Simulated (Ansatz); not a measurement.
Na21. The state is a doublet with charge 0. Geometry PBE/def2-SVP; atoms count from 1.

```xyz
21

Na    0.075   -0.763   -3.011
Na   -4.370   -2.689    0.434
Na    1.503    4.214    2.963
Na   -3.128    3.250   -0.717
Na    0.213   -4.862   -3.196
Na    0.955    0.888    3.682
Na    4.988   -1.678    0.292
Na   -2.992   -3.151   -3.238
Na    1.696   -1.327    0.849
Na   -0.717    5.504    0.719
Na    0.065    1.723    0.035
Na   -1.993    2.908    2.830
Na    2.936   -2.621   -2.490
Na   -4.864    0.876    1.376
Na    3.781    1.579    1.644
Na    1.977   -4.850    0.022
Na   -1.874   -0.740    2.078
Na   -1.000   -3.103   -0.471
Na   -3.021   -0.080   -1.467
Na    3.226    0.784   -1.825
Na    2.543    4.140   -0.509
```

Single mean-field runs in def2-TZVP are fitted with def2-universal-jkfit. The charge 0 doublet is spin-contaminated (final ⟨S²⟩ up to 0.83, 0.75 for a pure state). Another isomer (doublet) lies 0.34 eV lower at PBE0/def2-TZVP; other spin states weren't run for this one.

(1) Estimate the Mulliken populations from the PBE0/def2-TZVP orbitals of Ansatz.

(2) Where does the spin sit?

(3) And the Mayer bond orders between bonded heavy atoms (over 0.3)?

## Answers

(1) 
```tsv
atom	charge (e)	spin (α − β)
Na1	0.06	0.06
Na2	-0.16	-0.01
Na3	-0.05	0.26
Na4	-0.15	-0.01
Na5	-0.12	0.04
Na6	-0.09	0.02
Na7	-0.11	-0.01
Na8	-0.16	0.09
Na9	0.33	-0.02
Na10	-0.16	0.05
Na11	0.46	-0.05
Na12	0.02	0.08
Na13	-0.02	0.06
Na14	-0.13	0.01
Na15	-0.01	0.00
Na16	-0.20	0.07
Na17	0.14	0.03
Na18	0.34	0.05
Na19	0.13	0.18
Na20	-0.01	0.06
Na21	-0.10	0.04
```
Mulliken values and Mayer orders depend strongly on the basis.

(2) Summed by element: Na 1.00, of 1 unpaired in all. Largest on single atoms: Na3 0.26, Na19 0.18, Na8 0.09.

(3) Na3–Na10 0.32 (3.41 Å); Na4–Na14 0.30 (3.61 Å); Na5–Na16 0.39 (3.67 Å).
